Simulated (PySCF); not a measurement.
ClH4NSi. Atoms are numbered in the order given.

```xyz
7

Si    -0.5608     0.4850     0.0000
N      0.5820     1.7485     0.0000
Cl     0.2525    -1.4183     0.0000
H     -1.3662     0.5780    -1.2324
H     -1.3662     0.5780     1.2324
H      1.1086     1.9627     0.8323
H      1.1086     1.9627    -0.8323
```

Geometry optimised at ωB97X-D3(BJ)/def2-TZVP. Other conformers were not sampled.

Calculation: PBE0/def2-TZVPD run with PySCF.

Symmetry labels are those of the subgroup Cs that the program uses (full group Cs).

Computed valence orbital energies around the gap with their symmetry:
```tsv
orbital	symmetry	energy (eV)
HOMO−7	A'	-15.32
HOMO−6	A"	-14.28
HOMO−5	A'	-11.92
HOMO−4	A'	-10.85
HOMO−3	A"	-10.53
HOMO−2	A'	-9.18
HOMO−1	A"	-8.74
HOMO	A'	-8.07
LUMO	A'	-0.09
LUMO+1	A'	0.56
LUMO+2	A'	0.74
LUMO+3	A'	1.19
```
